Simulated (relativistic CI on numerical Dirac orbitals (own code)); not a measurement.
d1 to d9 in one octahedral field

Computed with a parametric ligand-field model without spin-orbit coupling, by exact diagonalisation: B = 920, C = 4170, 10Dq = 18000 cm⁻¹ (Oh; |10Dq|/B = 19.6) for every shell. Energies in cm⁻¹; the field energy is (0.6 n_e − 0.4 n_t2) × 10Dq of the ground term; g labels are left out.

```
Shell  Ground term  Electrons in e  Field energy  First spin-allowed bands  Lowest term of other spin
   d1          2T2           0.000         -7200                  2E 18000                           
   d2          3T1           0.039        -13698      3T2 16352, 3T1 28505                  1T2 14397
   d3          4A2           0.000        -21600      4T2 18000, 4T1 26545                   2E 19133
   d4           5E           1.000        -10800                 5T2 18000                   3T1 6463
   d5          6A1           2.000             0                      none                  4T1 15360
   d6          1A1           0.077        -41822      1T1 15684, 1T2 25850                    5T2 965
   d7          4T1           2.039        -13698      4T2 16352, 4T1 28505                    2E 1587
   d8          3A2           2.000        -21600      3T2 18000, 3T1 26545                   1E 15427
   d9           2E           3.000        -10800                 2T2 18000
```

Low spin: d6; the other shells keep the spin of the free ion. Only d4 to d7 can choose; the field needed to pair spins is smallest for d6 and largest for d5, which loses most exchange energy. In the strong-field picture 10Dq must exceed about 6B + 5C = 26370 (d4), 7.5B + 5C = 27750 (d5), 2.5B + 4C = 18980 (d6) and 4B + 4C = 20360 (d7); mixing of terms shifts these bounds somewhat.
